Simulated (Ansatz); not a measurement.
`[NH2][GeH]1[O][SiH2]1` + H–F → `[F][GeH]1[O][SiH2]1` + NH₃ at 500 K and 1 bar (ligand exchange at a Ge–N bond).

Computed with Ansatz on PBE0-D4/def2-TZVP structures; ΔE is electronic, products minus reactants. CBS: MP2 limit from def2 TZ/QZ plus the TZ coupled-cluster correction, frozen cores. This one scheme is used for every species. For Ge outer-core shells are correlated without core-valence functions, which leaves a few kJ/mol of doubt a bond. Scalar relativity is left out up to krypton. One conformer a species, not always the lowest.

| species | CCSD(T)/CBS energy (Eh) | H − E (kJ/mol) | S (J/(mol·K)) |
| --- | --- | --- | --- |
| `[NH2][GeH]1[O][SiH2]1` | -2498.09896 | 187.2 | 396.7 |
| H–F | -100.39570 | 39.4 | 188.7 |
| `[F][GeH]1[O][SiH2]1` | -2542.00275 | 119.2 | 370.8 |
| NH₃ | -56.50880 | 108.2 | 211.8 |

H − E and S are ideal-gas, rigid-rotor, harmonic terms from PBE0-D4/def2-TZVP, for one conformer and one mirror image of each species. 1 Eh = 2625.50 kJ/mol, R = 8.31446 J/(mol·K).

Question: By hand: ΔE, ΔH, ΔS and ΔG.

Answer: ΔE = (-2542.00275) + (-56.50880) − (-2498.09896) − (-100.39570) = -0.01689 Eh = -44.3 kJ/mol. Δ(H − E) = 119.2 + 108.2 − 187.2 − 39.4 = 0.8, so ΔH = -43.5 kJ/mol. ΔS = 370.8 + 211.8 − 396.7 − 188.7 = -2.8 J/(mol·K). ΔG = -43.5 − 500 × (-2.8)/1000 = -42.1 kJ/mol.

Question: By hand: the equilibrium constant, and the temperature at which ΔG would vanish if ΔH and ΔS stayed fixed.

Answer: log₁₀ K = −ΔG/(RT ln 10) = 4.4. ΔG = 0 at ΔH/ΔS = 15536 K, far beyond where these terms or the molecules hold.

The number of gas molecules stays the same, so ΔS is small and ΔH decides. A doubt of 5 kJ/mol in ΔE shifts log₁₀ K by 0.5 here. Other conformers and mirror images would add mixing entropy, several J/(mol·K) or more a flexible species. These are equilibria of isolated gas molecules and say nothing of rates. Largest T1 diagnostic: 0.014 (customary marks: 0.02 for closed shells, 0.045 for open ones).
